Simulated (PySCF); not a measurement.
# SiBr⁻: script and output

File input.py (PySCF 2.14):

```python
from pyscf import gto, scf

mol = gto.M(
    atom='Si 0 0 0; Br 0 0 2.33',
    basis='cc-pvdz-dk',
    charge=-1,
    spin=2,
    verbose=3,
)
mf = scf.UHF(mol)
mf = mf.sfx2c1e()
mf = mf.density_fit(auxbasis='def2-universal-jkfit')
mf.kernel()
mf.dip_moment()
print('orbital energies (hartree):', [e[max(0, n-3):n+3].round(4) for e, n in zip(mf.mo_energy, mol.nelec)])
```

```bash
$ OMP_NUM_THREADS=1 python input.py
```

It prints (some set-up lines and the per-cycle HOMO/LUMO lines with their warnings removed):

```
converged SCF energy = -2893.8870329328  <S^2> = 2.0317178  2S+1 = 3.0210712
Dipole moment(X, Y, Z, Debye):  0.00000, -0.00000, -4.14242
orbital energies (hartree): [array([-0.1973, -0.0543, -0.0543,  0.3151,  0.5697,  0.6563]), array([-0.2057, -0.2057, -0.1451,  0.2925,  0.2925,  0.3461])]
```

In short: E(SCF) = -2893.887033 Eh, ⟨S²⟩ = 2.032.

Run time: 0.6 s on 1 thread of Intel Xeon 6975P-C (shared host), peak memory 0.12 GiB.

The basis has no diffuse functions, which an anion needs. The bond length is a typed value, not an optimised one. The dipole of an ion depends on the origin. No search for the lowest solution was made.
